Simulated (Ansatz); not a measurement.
Calculated with Ansatz (gas phase, PBE0-D4/def2-TZVP geometries, no zero-point term in ΔE). CCSD(T)/CBS is the MP2 limit (def2-TZVPP, def2-QZVPP) plus CCSD(T) − MP2 in def2-TZVPP, frozen cores. This one scheme is used for every species. Functionals use def2-TZVPP. B3LYP here is the variant with VWN-RPA as its local correlation; programs differ in this. def2 core potentials past Kr. For Sb outer-core shells are correlated without core-valence functions, which leaves a few kJ/mol of doubt a bond.

`[F][Sb]([Cl])[Cl]` + SiH₄ → `[F][Sb]([SiH3])[Cl]` + HCl  (formal exchange of groups at the Sb–Cl bond)

| level | ΔE (kJ/mol) |
| --- | --- |
| PBE-QIDH | 69.8 |
| B3LYP | 79.7 |

Q: What does CCSD(T)/CBS give? (Estimate.)

A: The calculation gave: +72.3 kJ/mol. The listed levels differ from it by -2.5, 7.4 kJ/mol.

Largest T1 diagnostic among the species: 0.014.

In def2-TZVPP, CCSD(T) changes the Hartree–Fock value by −13.3 kJ/mol (the triples alone add +0.2 kJ/mol) and MP2 by −6.9 kJ/mol. At CCSD(T), def2-SVP lies −9.3 kJ/mol from the extrapolated value and def2-TZVPP −4.1 kJ/mol.
